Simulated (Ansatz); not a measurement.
Ti(NH2)Cl3 (TiNCl3H2). Charge 0, multiplicity 3. Geometry r2SCAN-D4/def2-SVP, that of the neutral singlet; atoms count from 1.

```tsv
atom	x (Å)	y (Å)	z (Å)
Ti1	0.2735	0.6114	0.0007
N2	-0.4691	-1.0654	-0.0556
H3	-1.4416	-1.2580	-0.2970
H4	0.0229	-1.9194	0.2099
Cl5	-0.9038	1.8587	-1.3526
Cl6	2.3762	0.3955	-0.5608
Cl7	0.1418	1.3772	2.0554
```

At PBE0-D4/def2-TZVP a singlet of charge 0 lies 3.08 eV below the triplet at the same geometry.

**Question.** Estimate the Mulliken populations from the PBE0/def2-TZVP orbitals of Ansatz.

**Answer.** 
| atom | charge (e) | spin (α − β) | d electrons |
| --- | --- | --- | --- |
| Ti1 | 1.01 | 0.87 | 2.45 |
| N2 | -0.47 | 0.82 | – |
| H3 | 0.28 | -0.01 | – |
| H4 | 0.28 | -0.01 | – |
| Cl5 | -0.39 | 0.06 | – |
| Cl6 | -0.38 | 0.09 | – |
| Cl7 | -0.34 | 0.16 | – |
Mulliken values and Mayer orders depend strongly on the basis.

**Question.** Where does the spin sit?

**Answer.** Summed by element: Ti 0.87, N 0.82, H -0.01, Cl 0.32, of 2 unpaired in all. Largest on single atoms: Ti1 0.87, N2 0.82, Cl7 0.16.

**Question.** And the Mayer bond orders between bonded heavy atoms (over 0.3)?

**Answer.** Ti1–N2 0.61 (1.83 Å); Ti1–Cl5 1.00 (2.18 Å); Ti1–Cl6 0.99 (2.19 Å); Ti1–Cl7 0.97 (2.20 Å).
